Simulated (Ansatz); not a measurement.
Species: HSeF, charge 0, singlet. HSeF (selenohypofluorous acid, SMILES [SeH]F).
B3LYP-D3(BJ)/def2-TZVP minimum from Ansatz (an electronic-structure program):
```
Se
F 1 1.7714
H 1 1.4778 2 94.25
```
Charge 0, spin multiplicity 1.

Total energies in cc-pVQZ, 14 correlated electrons, 15 frozen orbitals. Open shells are spin-unrestricted; no spin-orbit coupling. Cores are frozen in correlated methods (noble-gas shells, and filled d and f shells in the p block). No relativity.

```tsv
method	program	energy (Eh)	minus CCSDT(Q) (mEh)
HF	Ansatz	-2499.92617	482.45
MP2	Ansatz	-2500.37654	32.07
CCSD	Ansatz	-2500.38995	18.66
CCSD(T)	Ansatz	-2500.40724	1.38
CCSDT(Q)	Ansatz	-2500.40861	0.00
```

Rough core times of Ansatz's runs on a shared machine: CCSD(T) 20 s, CCSDT(Q) 60 min.
